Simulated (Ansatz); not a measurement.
These are frozen-core CCSD(T)/cc-pVTZ // PBE0-D3(BJ)/def2-TZVP (Ansatz, a quantum-chemistry and plane-wave program) values and carry that method's errors.

Ansatz 0.2 input:
```yaml
crystal:
  periodic: [false, false, false]
  atoms:
    - { symbol: C, position_ang: [1.377934, -0.217809, 0.043939] }
    - { symbol: C, position_ang: [-0.05483, -0.014422, -0.438116] }
    - { symbol: C, position_ang: [-0.71213, 1.172572, 0.258554] }
    - { symbol: C, position_ang: [-0.850472, -1.256539, -0.146664] }
    - { symbol: O, position_ang: [-1.392811, -1.946695, -0.963912] }
    - { symbol: H, position_ang: [1.402756, -0.430589, 1.116993] }
    - { symbol: H, position_ang: [1.966956, 0.6857, -0.127928] }
    - { symbol: H, position_ang: [1.863423, -1.045247, -0.477502] }
    - { symbol: H, position_ang: [-0.069628, 0.130613, -1.521631] }
    - { symbol: H, position_ang: [-1.726315, 1.342347, -0.108673] }
    - { symbol: H, position_ang: [-0.764175, 1.011531, 1.339611] }
    - { symbol: H, position_ang: [-0.131135, 2.081316, 0.086993] }
    - { symbol: H, position_ang: [-0.909576, -1.512774, 0.938336] }
basis:
  gaussian: { orbitals: cc-pVTZ }
correlation:
  method: ccsd_t
```

Output:

```
Functional definition: HF
1487 factors; integrals over basis functions are off by at most 1.1e-3 eV
mean field evaluation 1: about -6283.2744 eV, gradient 4.2e1 eV
mean field evaluation 2: about -6283.5277 eV, gradient 4.2e1 eV
mean field evaluation 4: about -6287.6465 eV, gradient 5.6e0 eV
mean field evaluation 8: about -6287.7458 eV, gradient 4.6e-1 eV
mean field evaluation 16: about -6287.7475 eV, gradient 1.6e-6 eV
mean field -6287.74748334 eV, -231.0704580245 hartree, gradient 1.6e-6 eV, S^2 0.000000; 0 other end points of the search recorded, 0 dependent functions left out
5 core orbitals not correlated
reference -6287.74748334 eV, -231.0704580245 hartree; 15, 15 occupied and 242, 242 virtual orbitals, 1487 factors
second order -24.95914175 eV of doubles, -0.00000000 eV of singles
cycle   1  -25.27400853 eV  change   -3.1e-1 eV  update   1.1e-1
cycle   2  -25.89076376 eV  change   -6.2e-1 eV  update   3.4e-2
cycle   3  -26.04669103 eV  change   -1.6e-1 eV  update   1.8e-2
cycle   4  -26.03627261 eV  change    1.0e-2 eV  update   4.2e-3
cycle   5  -26.03639033 eV  change   -1.2e-4 eV  update   1.9e-3
cycle   6  -26.03700287 eV  change   -6.1e-4 eV  update   5.7e-4
cycle   7  -26.03674939 eV  change    2.5e-4 eV  update   2.2e-4
cycle   8  -26.03671853 eV  change    3.1e-5 eV  update   6.8e-5
cycle   9  -26.03673143 eV  change   -1.3e-5 eV  update   2.5e-5
perturbative correction -1.07143175 eV, -0.0393743907 hartree
Total energy: -6314.85564652 eV, -232.0666646469 hartree
```

Cost: roughly 6 core-minutes.
